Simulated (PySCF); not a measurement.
Simulated C 1s region for `[H][Si]([H])(C)C=C` (SiH2Me(vinyl)), binding energy against the vacuum level.

Every computed line was given a Gaussian of 0.6 eV full width at half maximum and an area set by the number of equivalent atoms; the highest printed point is 100. Level of theory: delta-SCF UKS SCAN, pcX-2 on the ionised atom, pcseg-1 elsewhere, spin-free X2C in PySCF 2.14.0.

binding energy (eV), intensity and a bar:
```
    289.2          0 
    289.3          0 
    289.4          2 
    289.5          4 #
    289.6         10 ###
    289.7         21 ######
    289.8         38 ###########
    289.9         58 #################
    290.0         79 ########################
    290.1         94 ############################
    290.2        100 ##############################
    290.3         95 #############################
    290.4         82 #########################
    290.5         64 ###################
    290.6         46 ##############
    290.7         29 #########
    290.8         16 #####
    290.9          8 ##
    291.0          4 #
    291.1          1 
    291.2          0 
    291.3          0
```

Task: How many maxima does the curve show, and how many computed lines lie under it?

Result: The curve has 1 maximum (at 290.2 eV). Under it lie 3 lines from 3 inequivalent carbon sites. At this width some lines have no maximum of their own.

Task: Decompose the envelope and assign each component. Bonds: Si1–C4, Si1–C8, C8–C9. Hydrogens: H2, H3 on Si1; H5, H6, H7 on C4; H10 on C8; H11, H12 on C9.

Result: 
```csv
position (eV),relative area,line,atoms,environment
290.08,1,C 1s,C8,"carbon bonded to C, Si and H"
290.16,1,C 1s,C4,carbon bonded to Si and 3 H
290.43,1,C 1s,C9,carbon bonded to C and 2 H
```

The listed C 1s values span 0.35 eV, from C8 (bonded to C, H and Si) to C9 (bonded to C and 2 H).

The curve has no shake-up lines and no vibrational structure. Geometry: PBE0-D3(BJ)/def2-SVP, one conformer, isolated molecule.
